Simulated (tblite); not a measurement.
Question: What does the GFN2-xTB structure of `CC(=O)[C@@H](S)[CH]F` [radical] look like in three dimensions? (Doublet state.)

Answer: 
```xyz
13
C4H6FOS angstrom
C      1.824    0.174   -0.201
C      0.522   -0.450    0.201
O      0.364   -1.138    1.174
C     -0.642   -0.085   -0.725
S     -1.754   -1.606   -0.930
C     -1.381    0.984   -0.101
F     -1.712    2.068   -0.816
H      2.554    0.061    0.596
H      1.687    1.226   -0.439
H      2.192   -0.330   -1.094
H     -0.316    0.182   -1.730
H     -1.520   -2.030    0.310
H     -1.822    0.944    0.878
```

Any rigid rotation of these coordinates is as good. Atoms count from 1 in this order. S5 (sulfur bonded to C and H) is bent (angle 93.0°). C6 (carbon bonded to C, F and H) is planar (angles 125.2°, 119.7° and 114.5°, sum 359.5°, 0.05 Å off the plane of its three neighbours). The 3 C–C bonds span 1.442 Å (C4–C6, drawn single) to 1.532 Å (C2–C4, drawn single), a spread of 0.090 Å. C2 (carbon bonded to 2 C and O) is planar (angles 124.7°, 121.7° and 113.5°, sum 360.0°, 0.02 Å off the plane of its three neighbours).

Bonds between heavy atoms (Å): C1–C2 1.498, C2=O3 1.202, C2–C4 1.532, C4–S5 1.896, C4–C6 1.442, C6–F7 1.340.

Computed geometry: GFN2-xTB, gas phase. This method treats the open shell by occupation alone, without spin polarisation.

Point group: C1 (no symmetry element, even within 0.4 Å). Its GFN2-xTB frequencies are all real (lowest 16 cm⁻¹). Torsions: C1–C2–C4–S5 142°, C2–C4–S5–H 33°, C2–C4–C6–F7 132°. 3 starts were optimised and ended at 0.00, 0.61 and 2.57 kcal/mol (GFN2-xTB); the lowest of these is shown.

The run took 0.58 s of wall time on Arm Neoverse V1, one thread, shared host. These figures are those of the optimisation.

One conformer stands for the species.
